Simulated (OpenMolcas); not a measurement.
A run on Nb3+ among 6 point charges of -1.1 e arranged as a trigonal antiprism (D3d), 1.92 Å from the ion, with a polar angle of 52.6° against the regular 54.74°.

```
Program             : OpenMolcas 26.06
Method              : SS-CASPT2, IPEA 0.25 Eh, imaginary shift 0.1 Eh (closed shells correlated: 4s 4p)
Basis               : ANO-RCC-VTZP [7s6p4d2f1g]
Scalar Hamiltonian  : DKH2, point nucleus
Active space        : 2 electrons in 5 orbitals (4d)
State averaging     : 2S+1 = 3 even, 10 roots; 2S+1 = 1 even, 15 roots
Spin-orbit coupling : RASSI with atomic mean-field integrals over the reference wave functions
```

First CASPT2 step and the start of its output:

```
&CASPT2
Multistate=10 1 2 3 4 5 6 7 8 9 10
NoMult
Frozen=8 6
IPEA=0.25
Imaginary=0.1
MaxIter=60
WThr=0.0 0.3 0.05
PrWF=0.5
NoMix
```

```
--- CASPT2 ---
Orbital specifications:
      -----------------------

      Symmetry species                           1   2
                                                ag  au
      Frozen orbitals                            8   6
      Inactive orbitals                          1   3
      Active orbitals                            5   0
      Secondary orbitals                        22  23
      Deleted orbitals                           0   0
      Number of basis functions                 36  32
Type of calculation                        SS-CASPT2
      Fock operator                              state-specific
      IPEA shift                                 0.25
      Real shift                                 0.00
      Imaginary shift                            0.10
      The input orbitals will be transformed to quasi-canonical
Reference energy:       -3820.7164150710
      E2 (Non-variational):      -0.2530337076
      Shift correction:          -0.0002136278
      E2 (Variational):          -0.2532473353
      Total energy:           -3820.9696624063
      Residual norm:              0.0000001464
      Reference weight:           0.94967
      Contributions to the CASPT2 correlation energy
      Active & Virtual Only:         -0.0061759594
      One Inactive Excited:          -0.0871563611
      Two Inactive Excited:          -0.1597013871
Reference energy:       -3820.7078750542
      E2 (Non-variational):      -0.2370190492
      Shift correction:          -0.0002548631
      E2 (Variational):          -0.2372739123
      Total energy:           -3820.9451489665
      Residual norm:              0.0000001264
      Reference weight:           0.94870
      Contributions to the CASPT2 correlation energy
      Active & Virtual Only:         -0.0067197080
...
```

Over all roots the printed reference weights run from 0.12 to 0.95, and roots that are degenerate in the reference spread by up to 52 cm-1.

**Question.** Did the run give usable levels, and if not, why?

**Answer.** No. The equations converged, but the reference weight falls to 0.12 for at least one root against 0.95 for the best. A drop of that size marks an intruder state, so the energies of such roots and the levels built on them can't be trusted.
